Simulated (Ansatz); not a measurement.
Geometry optimisation, RKS B3LYP-D4/def2-SVP (Ansatz).

The input (input.yaml):

```yaml
crystal:
  periodic: [false, false, false]
  atoms:
    - { symbol: Al, position_ang: [0.0, 0.0, 0.0] }
    - { symbol: Cl, position_ang: [0.0, 0.0, 2.58] }
    - { symbol: H, position_ang: [1.351, 0.0, -0.78] }
    - { symbol: F, position_ang: [-1.4635, 0.0, -0.845] }
    - { symbol: O, position_ang: [0.0869, -1.972, 0.6559] }
    - { symbol: Al, position_ang: [-0.7289, -3.3458, -0.1287] }
    - { symbol: H, position_ang: [0.021, -4.7026, -0.3023] }
    - { symbol: H, position_ang: [-2.1939, -3.1929, -0.6426] }
    - { symbol: H, position_ang: [0.0622, -1.4098, 1.8287] }
basis:
  gaussian: { orbitals: def2-SVP }
hamiltonian:
  xc: b3lyp
  dispersion: d4
relax:
  f_tol: 0.15
  max_steps: 25
  restrain:
    - { distance: [0, 4], at: 2.98, k: 30.0 }
    - { distance: [8, 1], at: 2.57, k: 30.0 }
    - { distance: [0, 1], at: 2.23, k: 30.0 }
    - { distance: [8, 4], at: 1.01, k: 30.0 }
output:
  orbitals: {}
```

Launched with:

```bash
$ ansatz run input.yaml --threads 2 --pin off --max-ram 3072MiB --backend cpu --events-out ev --progress --plain --runs-dir out
```

**Question.** Where does it end, and by what steps?

**Answer.** It converged. The restraints hold the end off the free minimum. After 16 steps the energy has fallen by 1.323 eV (the restraints' own energy left out); F4 moved furthest, 1.32 Å. Parted: Al1–O5 (2.08 → 2.95 Å). Joined: F4–Al6 (3.50 → 2.07 Å), O5–H9 (1.30 → 0.99 Å).

```csv
step,energy less start (eV),largest force component (eV/Å),accepted
0,0.0000,3.199,yes
1,-0.1050,2.857,yes
2,-0.2759,2.294,yes
3,-0.3237,2.011,yes
4,-0.5471,1.612,yes
5,-0.6865,1.295,yes
6,-0.7195,1.739,yes
7,-0.8210,1.271,yes
8,-0.8603,1.285,yes
9,-0.8799,1.198,yes
10,-0.9179,1.221,yes
11,-0.9672,1.217,yes
12,-1.0540,1.449,yes
13,-1.1575,1.559,yes
14,-1.2921,1.670,yes
15,-1.2615,2.043,no
16,-1.3230,1.610,yes
```

```xyz
9
Properties=species:S:1:pos:R:3
Al 0.296 0.003 -0.036
Cl -0.422 0.519 1.964
H 1.462 0.653 -0.831
F -0.751 -1.112 -0.837
O 0.114 -2.620 1.298
Al -0.877 -3.039 -0.099
H -0.027 -3.793 -1.199
H -2.444 -3.183 0.074
H -0.216 -2.050 2.030
```

The run took 52 s on 2 threads of Arm Neoverse V1 (shared host), peak memory 0.22 GiB.
